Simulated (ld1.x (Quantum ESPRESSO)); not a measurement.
**Which change was made? (Zn, RRKJ)**

- Element: Zn (Z = 30)
- Generator: ld1.x (Quantum ESPRESSO) 7.5
- Type: norm-conserving RRKJ (Kleinman–Bylander form)
- Functional: PW91
- Relativity: scalar-relativistic
- Frozen core: [Ne]
- Valence charge: 20
- Reference configuration: 3s2 3p6 3d9 4s0 4p0 (charge +3)
- Partial waves: 3p (bound): rc 0.90 bohr; 3d (bound): rc 1.25 bohr; 3s (bound): rc 0.75 bohr
- Local potential: the s channel
- Core correction: Bessel-smoothed model core inside 0.40 bohr

Cutoffs, loose and tight: the cutoffs (Ry, on a coarse ladder) from which the occupation-weighted sum of valence levels, in a spherical-Bessel basis at the reference potential, stays within 10 and 1 mRy of its value at 400 Ry. They do not see the model core or the augmentation charge, which bear on the density cutoff. Test errors are all-electron minus pseudo excitation energies from the reference, over the configurations 3s2 3p6 3d10 4s2 4p0; 3s2 3p6 3d10 4s1 4p0; 3s2 3p6 3d10 4s0 4p0; 3s2 3p6 3d10 4s1 4p1; 3s2 3p6 3d10 4s1.5 4p0; 3s1 3p6 3d10 4s2 4p0; 3s2 3p6 3d9 4s2 4p0; variants that change the core or the reference have their own tests.

The base gives: outcome: generated; cutoff, loose: 260 Ry; cutoff, tight: over 300 Ry; bound ghosts: none; largest test error (meV): +354.

After one change the result is: outcome: generated; cutoff, loose: 200 Ry; cutoff, tight: over 300 Ry; bound ghosts: none; largest test error (meV): +786. Which change was it?
A. all radii but the core radius scaled by about 0.83 (s 0.62, p 0.74, d 1.04 bohr)
B. all radii but the core radius scaled by about 1.30 (s 0.98, p 1.16, d 1.62 bohr)
C. all radii but the core radius scaled by about 1.14 (s 0.86, p 1.02, d 1.42 bohr)
D. all radii but the core radius scaled by about 0.94 (s 0.70, p 0.84, d 1.18 bohr)

C. The others give: all radii but the core radius scaled by about 0.83 (s 0.62, p 0.74, d 1.04 bohr) → outcome: generated; cutoff, loose: 300 Ry; cutoff, tight: over 300 Ry; bound ghosts: none; largest test error (meV): +165 | all radii but the core radius scaled by about 1.30 (s 0.98, p 1.16, d 1.62 bohr) → outcome: generated; cutoff, loose: 160 Ry; cutoff, tight: 200 Ry; bound ghosts: none; largest test error (meV): +1646 | all radii but the core radius scaled by about 0.94 (s 0.70, p 0.84, d 1.18 bohr) → outcome: generated; cutoff, loose: 300 Ry; cutoff, tight: over 300 Ry; bound ghosts: none; largest test error (meV): +233.
